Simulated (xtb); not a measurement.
xtb input (GFN2-xTB):

```bash
xtb mol.xyz --gfn 2 --sp --chrg 1 --uhf 0
```
mol.xyz:
```
2

Sn    -0.00000000    -0.00000000    -1.41351307
I      0.00000000     0.00000000     1.33350289
```

Output:

```
           -------------------------------------------------
          |                Calculation Setup                |
           -------------------------------------------------

           -------------------------------------------------
          |                 G F N 2 - x T B                 |
           -------------------------------------------------

        Reference                      10.1021/acs.jctc.8b01176
      * Hamiltonian:
        H0-scaling (s, p, d)           1.850000    2.230000    2.230000
        zeta-weighting                 0.500000
      * Dispersion:
        s8                             2.700000
        a1                             0.520000
        a2                             5.000000
        s9                             5.000000
      * Repulsion:
        kExp                           1.500000    1.000000
        rExp                           1.000000
      * Coulomb:
        alpha                          2.000000
        third order                    shell-resolved
        anisotropic                    true
        a3                             3.000000
        a5                             4.000000
        cn-shift                       1.200000
        cn-exp                         4.000000
        max-rad                        5.000000

          ...................................................
          :                      SETUP                      :
          :.................................................:
          :  # basis functions                  20          :
          :  # atomic orbitals                  18          :
          :  # shells                            6          :
          :  # electrons                        10          :
          :  max. iterations                   250          :
          :  Hamiltonian                  GFN2-xTB          :
          :  restarted?                      false          :
          :  GBSA solvation                  false          :
          :  PC potential                    false          :
          :  electronic temp.          300.0000000     K    :
          :  accuracy                    1.0000000          :
          :  -> integral cutoff          0.2500000E+02      :
          :  -> integral neglect         0.1000000E-07      :
          :  -> SCF convergence          0.1000000E-05 Eh   :
          :  -> wf. convergence          0.1000000E-03 e    :
          :  Broyden damping             0.4000000          :
          :  net charge                          1          :
          :  unpaired electrons                  0          :
          ...................................................

 iter      E             dE          RMSdq      gap      omega  full diag
   1     -3.8348187 -0.383482E+01  0.159E+02    1.24       0.0  T
   2     -4.2539082 -0.419089E+00  0.108E+02    8.00       1.0  T
   3     -5.4327079 -0.117880E+01  0.133E+01    5.16       1.0  T
   4     -5.5469459 -0.114238E+00  0.616E+01    3.30       1.0  T
   5     -5.5600481 -0.131022E-01  0.578E+01    3.43       1.0  T
   6     -5.3476017  0.212446E+00  0.615E+01    6.62       1.0  T
   7     -5.4793023 -0.131701E+00  0.369E+01    5.67       1.0  T
   8     -5.4787588  0.543483E-03  0.370E+01    5.67       1.0  T
   9     -5.5704980 -0.917391E-01  0.486E+00    4.64       1.0  T
  10     -5.5576864  0.128116E-01  0.118E+01    4.27       1.0  T
  11     -5.5697211 -0.120347E-01  0.478E+00    4.50       1.0  T
  12     -5.5709075 -0.118639E-02  0.173E+00    4.59       1.0  T
  13     -5.5710952 -0.187674E-03  0.535E-01    4.62       1.0  T
  14     -5.5711212 -0.260538E-04  0.114E-01    4.62       1.0  T
  15     -5.5711228 -0.154837E-05  0.585E-02    4.62       1.2  T
  16     -5.5711231 -0.298261E-06  0.180E-02    4.62       3.9  T
  17     -5.5711231  0.220742E-08  0.464E-03    4.62      15.2  T
  18     -5.5711231 -0.354381E-08  0.840E-04    4.62      84.1  T
  19     -5.5711231 -0.247313E-10  0.740E-05    4.62     955.6  T

   *** convergence criteria satisfied after 19 iterations ***

         #    Occupation            Energy/Eh            Energy/eV
      -------------------------------------------------------------
         1        2.0000           -1.1535901             -31.3908
         2        2.0000           -0.9590674             -26.0976
         3        2.0000           -0.6576005             -17.8942
         4        2.0000           -0.6569928             -17.8777
         5        2.0000           -0.6569928             -17.8777 (HOMO)
         6                         -0.4870783             -13.2541 (LUMO)
         7                         -0.4870783             -13.2541
         8                         -0.4606834             -12.5358
         9                         -0.4462706             -12.1436
        10                         -0.4462706             -12.1436
       ...                                ...                  ...
        18                          0.3216440               8.7524
      -------------------------------------------------------------
                  HL-Gap            0.1699145 Eh            4.6236 eV
             Fermi-level           -0.5720355 Eh          -15.5659 eV

 SCC (total)                   0 d,  0 h,  0 min,  0.004 sec
 SCC setup                      ...        0 min,  0.000 sec (  2.709%)
 Dispersion                     ...        0 min,  0.000 sec (  1.058%)
 classical contributions        ...        0 min,  0.000 sec (  0.604%)
 integral evaluation            ...        0 min,  0.000 sec ( 13.503%)
 iterations                     ...        0 min,  0.002 sec ( 66.896%)
 molecular gradient             ...        0 min,  0.000 sec ( 12.770%)
 printout                       ...        0 min,  0.000 sec (  2.161%)

         :::::::::::::::::::::::::::::::::::::::::::::::::::::
         ::                     SUMMARY                     ::
         :::::::::::::::::::::::::::::::::::::::::::::::::::::
         :: total energy              -5.568262904451 Eh    ::
         :: gradient norm              0.022578854749 Eh/a0 ::
         :: HOMO-LUMO gap              4.623608189188 eV    ::
         ::.................................................::
         :: SCC energy                -5.571123071801 Eh    ::
         :: -> isotropic ES            0.047975939209 Eh    ::
         :: -> anisotropic ES         -0.006674913798 Eh    ::
         :: -> anisotropic XC         -0.019641409769 Eh    ::
         :: -> dispersion             -0.001157441559 Eh    ::
         :: repulsion energy           0.002860167350 Eh    ::
         :: add. restraining           0.000000000000 Eh    ::
         :: total charge               1.000000000000 e     ::
         :::::::::::::::::::::::::::::::::::::::::::::::::::::

           -------------------------------------------------
          |                Property Printout                |
           -------------------------------------------------

    * Orbital Energies and Occupations

         #    Occupation            Energy/Eh            Energy/eV
      -------------------------------------------------------------
         1        2.0000           -1.1535901             -31.3908
         2        2.0000           -0.9590674             -26.0976
         3        2.0000           -0.6576005             -17.8942
         4        2.0000           -0.6569928             -17.8777
         5        2.0000           -0.6569928             -17.8777 (HOMO)
         6                         -0.4870783             -13.2541 (LUMO)
         7                         -0.4870783             -13.2541
         8                         -0.4606834             -12.5358
         9                         -0.4462706             -12.1436
Note: The following floating-point exceptions are signalling: IEEE_DENORMAL
normal termination of xtb
        10                         -0.4462706             -12.1436
        11                         -0.3895032             -10.5989
        12                         -0.3895032             -10.5989
        13                         -0.2115755              -5.7573
        14                         -0.2101265              -5.7178
        15                         -0.2101265              -5.7178
        16                         -0.1356988              -3.6926
       ...                                ...                  ...
        18                          0.3216440               8.7524
      -------------------------------------------------------------
                  HL-Gap            0.1699145 Eh            4.6236 eV
             Fermi-level           -0.5720355 Eh          -15.5659 eV

     #   Z          covCN         q      C6AA      α(0)
     1  50 Sn       0.867     0.771   462.760    47.231
     2  53 I        0.867     0.229   355.446    32.546

 Mol. C6AA /au·bohr⁶  :       1612.926196
 Mol. C8AA /au·bohr⁸  :     176057.476819
 Mol. α(0) /au        :         79.777231

Wiberg/Mayer (AO) data.
largest (>0.10) Wiberg bond orders for each atom

 ---------------------------------------------------------------------------
     #   Z sym  total        # sym  WBO       # sym  WBO       # sym  WBO
 ---------------------------------------------------------------------------
     1  50 Sn   1.941 --     2 I    1.941
     2  53 I    1.941 --     1 Sn   1.941
 ---------------------------------------------------------------------------

Topologies differ in total number of bonds
Writing topology from bond orders to xtbtopo.mol

molecular dipole:
                 x           y           z       tot (Debye)
 q only:        0.000       0.000      -1.483
   full:        0.000      -0.000      -5.081      12.915
molecular quadrupole (traceless):
                xx          xy          yy          xz          yz          zz
 q only:       -3.478       0.000      -3.478       0.000       0.000       6.955
  q+dip:       -6.337       0.000      -6.337       0.000      -0.000      12.674
   full:       -1.180       0.000      -1.180       0.000      -0.000       2.360

           -------------------------------------------------
          | TOTAL ENERGY               -5.568262904451 Eh   |
          | GRADIENT NORM               0.022578854749 Eh/α |
          | HOMO-LUMO GAP               4.623608189188 eV   |
           -------------------------------------------------

------------------------------------------------------------------------
------------------------------------------------------------------------
 total:
 SCF:
```

This state (charge 1, singlet) is run at the relaxed geometry of the species with charge 0 and multiplicity 2.
